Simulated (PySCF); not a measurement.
Energy landscape of H6AlN, singlet: internal rotation, threefold axis kept, other coordinates relaxed. Scanned: torsion (0 = eclipsed). Other coordinates (Al-N length, H-Al-N angle, H-N-Al angle, Al-H length, N-H length) were minimised at PBE0/def2-TZVP.

Computed with: PBE/cc-pVTZ (PySCF); PBE0/cc-pVTZ (PySCF); CCSD(T) on RHF/cc-pVTZ, 6 core orbitals frozen (PySCF).

Energies relative to the lowest point of each profile, in kJ/mol; the last columns give the difference from CCSD(T):

```csv
at / °,PBE,PBE0,CCSD(T),PBE − CCSD(T),PBE0 − CCSD(T)
0,2.11,2.16,2.47,-0.36,-0.31
10,1.97,2.02,2.31,-0.34,-0.29
20,1.60,1.64,1.88,-0.28,-0.25
30,1.09,1.10,1.28,-0.19,-0.18
40,0.53,0.56,0.64,-0.11,-0.08
50,0.10,0.15,0.17,-0.07,-0.01
60,0.00,0.00,0.00,0.00,0.00
```

PBE is furthest from CCSD(T) at 0 (-0.36 kJ/mol, below); its mean absolute difference over the points is 0.19 kJ/mol.

PBE0 is furthest from CCSD(T) at 0 (-0.31 kJ/mol, below); its mean absolute difference over the points is 0.16 kJ/mol.
